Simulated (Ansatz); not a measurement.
Ansatz (an electronic-structure program) job for SiH2Br2, SMILES Br[SiH2]Br, r2SCAN-D4/def2-SVP. 

Ansatz 0.2 input:
```yaml
crystal:
  periodic: [false, false, false]
  atoms:
    - {symbol: Si, position_ang: [-0.00000000, -0.00000000, -1.03925208]}
    - {symbol: Br, position_ang: [1.78663963, 0.00000000, 0.25919996]}
    - {symbol: Br, position_ang: [-1.78663963, 0.00000000, 0.25919996]}
    - {symbol: H, position_ang: [-0.00000000, 1.23163595, -1.79723407]}
    - {symbol: H, position_ang: [0.00000000, -1.23163594, -1.79723407]}
basis:
  gaussian:
    orbitals: def2-SVP
hamiltonian:
  xc: r2scan
  dispersion: d4
relax: {f_tol: 0.002, max_steps: 200}
```

Log of the run:

```
WARN ansatz: RAYON_NUM_THREADS=1 ignored (pool sized by the plan → 1); use --threads N
Functional definition: r2SCAN
integrals: 0.04 GiB planned
1002 factors; their error is unknown
mean field: 0.23 GiB planned
mean field evaluation 1: about -147984.4380 eV, gradient 1.0e1 eV
mean field evaluation 2: about -147984.6830 eV, gradient 3.3e0 eV
mean field evaluation 4: about -147984.7200 eV, gradient 1.2e-1 eV
mean field evaluation 8: about -147984.5836 eV, gradient 1.9e-2 eV
mean field -147984.58361714 eV, -5438.3331403764 hartree, gradient 3.5e-5 eV, S^2 0.000000; 0 other end points of the search recorded, 0 dependent functions left out
the calculation of the forces begins
reference -147984.58362433 eV, -5438.3331406408 hartree; 43, 43 occupied and 49, 49 virtual orbitals, 1002 factors
relax step   1: F+E_penalty+E_count = -147984.61263202 eV  Δ(F+E_penalty+E_count) = +0.000e0 eV  max|allowed force component| = 9.487e-1 eV/Å  Δτ_max = 0.0000 Å  (25 SCF iters, accepted)
these checks for a lower state are left out or cut short: starts, cluster_reference, orbital_swaps, neighbouring_geometries, increment
integrals: 0.04 GiB planned
1002 factors; their error is unknown
mean field: 0.23 GiB planned
mean field evaluation 16: about -147984.7361 eV, gradient 5.1e0 eV
mean field -147984.62718235 eV, -5438.3347413684 hartree, gradient 9.9e-6 eV, S^2 0.000000; 0 other end points of the search recorded, 0 dependent functions left out
the calculation of the forces begins
reference -147984.62718963 eV, -5438.3347416359 hartree; 43, 43 occupied and 49, 49 virtual orbitals, 1002 factors
relax step   2: F+E_penalty+E_count = -147984.65605399 eV  Δ(F+E_penalty+E_count) = -4.342e-2 eV  max|allowed force component| = 2.109e-1 eV/Å  Δτ_max = 0.0636 Å  (27 SCF iters, accepted)
these checks for a lower state are left out or cut short: starts, cluster_reference, orbital_swaps, neighbouring_geometries, increment
integrals: 0.04 GiB planned
1002 factors; their error is unknown
mean field: 0.23 GiB planned
mean field -147984.63132745 eV, -5438.3348936981 hartree, gradient 1.6e-5 eV, S^2 0.000000; 0 other end points of the search recorded, 0 dependent functions left out
the calculation of the forces begins
reference -147984.63133473 eV, -5438.3348939657 hartree; 43, 43 occupied and 49, 49 virtual orbitals, 1002 factors
relax step   3: F+E_penalty+E_count = -147984.66024792 eV  Δ(F+E_penalty+E_count) = -4.194e-3 eV  max|allowed force component| = 4.041e-2 eV/Å  Δτ_max = 0.0189 Å  (28 SCF iters, accepted)
these checks for a lower state are left out or cut short: starts, cluster_reference, orbital_swaps, neighbouring_geometries, increment
integrals: 0.04 GiB planned
1002 factors; their error is unknown
mean field: 0.23 GiB planned
mean field evaluation 32: about -147984.7675 eV, gradient 4.4e-1 eV
mean field -147984.63102332 eV, -5438.3348825215 hartree, gradient 1.6e-5 eV, S^2 0.000000; 0 other end points of the search recorded, 0 dependent functions left out
the calculation of the forces begins
reference -147984.63103060 eV, -5438.3348827890 hartree; 43, 43 occupied and 49, 49 virtual orbitals, 1002 factors
relax step   4: F+E_penalty+E_count = -147984.65995105 eV  Δ(F+E_penalty+E_count) = +2.969e-4 eV  max|allowed force component| = 9.281e-2 eV/Å  Δτ_max = 0.0052 Å  (29 SCF iters, rejected (line search))
these checks for a lower state are left out or cut short: starts, cluster_reference, orbital_swaps, neighbouring_geometries, increment
integrals: 0.04 GiB planned
1002 factors; their error is unknown
mean field: 0.23 GiB planned
mean field -147984.63140305 eV, -5438.3348964762 hartree, gradient 6.5e-5 eV, S^2 0.000000; 0 other end points of the search recorded, 0 dependent functions left out
the calculation of the forces begins
reference -147984.63141033 eV, -5438.3348967437 hartree; 43, 43 occupied and 49, 49 virtual orbitals, 1002 factors
relax step   5: F+E_penalty+E_count = -147984.66032863 eV  Δ(F+E_penalty+E_count) = -8.071e-5 eV  max|allowed force component| = 1.564e-3 eV/Å  Δτ_max = 0.0025 Å  (20 SCF iters, accepted)
integrals: 0.04 GiB planned
1002 factors; their error is unknown
mean field: 0.23 GiB planned
mean field -147984.63140305 eV, -5438.3348964762 hartree, gradient 6.5e-5 eV, S^2 0.000000; 1 other end points of the search recorded, 0 dependent functions left out
the calculation of the forces begins
reference -147984.63141033 eV, -5438.3348967437 hartree; 43, 43 occupied and 49, 49 virtual orbitals, 1002 factors
Total energy: -147984.66033591 eV, -5438.3359597392 hartree
Atom 0 at     0.000000     0.000000    -0.994723 Å, force    -0.000000     0.000000     0.000224 eV/Å
Atom 1 at     1.831016    -0.000000     0.260917 Å, force    -0.001564    -0.000000     0.000680 eV/Å
Atom 2 at    -1.831016    -0.000000     0.260917 Å, force     0.001564    -0.000000     0.000680 eV/Å
Atom 3 at     0.000000     1.232237    -1.821215 Å, force     0.000000    -0.001544    -0.000792 eV/Å
Atom 4 at    -0.000000    -1.232236    -1.821215 Å, force    -0.000000     0.001544    -0.000792 eV/Å
Dipole moment:     0.000000    -0.000000    -0.249651 e Å
```

The calculation finished and met its thresholds.
